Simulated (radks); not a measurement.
Values are calculated unless marked as measured or tabulated.
Problem. The table gives one normalised radial function P(r) = r R(r) of Ti20+ in [He] (r in bohr). Level of theory: non-relativistic Kohn-Sham, PBE, spin-polarised, spherical densities, point nucleus (a radial shooting solver on a logarithmic mesh with Libxc functionals).

| r | P |
|---|---|
| 0.003336 | 0.6305 |
| 0.003613 | 0.6789 |
| 0.003883 | 0.7253 |
| 0.004207 | 0.7801 |
| 0.004521 | 0.8326 |
| 0.004897 | 0.8945 |
| 0.005263 | 0.9535 |
| 0.005701 | 1.0230 |
| 0.006127 | 1.0892 |
| 0.006637 | 1.1667 |
| 0.007132 | 1.2402 |
| 0.007726 | 1.3260 |
| 0.008303 | 1.4071 |
| 0.008995 | 1.5012 |
| 0.009666 | 1.5897 |
| 0.01047 | 1.6919 |
| 0.01125 | 1.7872 |
| 0.01219 | 1.8966 |
| 0.0131 | 1.9978 |
| 0.01419 | 2.1130 |
| 0.01525 | 2.2185 |
| 0.01652 | 2.3372 |
| 0.01775 | 2.4446 |
| 0.01923 | 2.5637 |
| 0.02067 | 2.6697 |
| 0.02239 | 2.7850 |
| 0.02406 | 2.8853 |
| 0.02607 | 2.9915 |
| 0.02801 | 3.0808 |
| 0.03035 | 3.1714 |
| 0.03261 | 3.2436 |
| 0.03533 | 3.3115 |
| 0.03796 | 3.3597 |
| 0.04113 | 3.3971 |
| 0.0442 | 3.4146 |
| 0.04788 | 3.4142 |
| 0.05145 | 3.3948 |
| 0.05574 | 3.3507 |
| 0.0599 | 3.2899 |
| 0.06489 | 3.1986 |
| 0.06973 | 3.0951 |
| 0.07554 | 2.9570 |
| 0.08118 | 2.8131 |
| 0.08794 | 2.6335 |
| 0.0945 | 2.4565 |
| 0.1024 | 2.2461 |
| 0.11 | 2.0477 |
| 0.1192 | 1.8217 |
| 0.1281 | 1.6172 |
| 0.1387 | 1.3936 |
| 0.1491 | 1.1996 |
| 0.1615 | 0.9961 |
| 0.1736 | 0.8270 |
| 0.188 | 0.6577 |
| 0.2021 | 0.5236 |
| 0.2189 | 0.3960 |
| 0.2352 | 0.3002 |
| 0.2548 | 0.2141 |
| 0.2739 | 0.1533 |

Which n and l does it have? It may be an empty orbital.

Solution. n = 1, l = 0: the number of nodes gives n - l - 1 = 0, the rise at small r (about r^(l+1)) gives l, and the extent must fit the shell. The curve is that of 1s. 1s: eigenvalue -6078.5 eV, 0 radial nodes, <r> = 0.0695 bohr, 90 % of the charge inside 0.124 bohr.
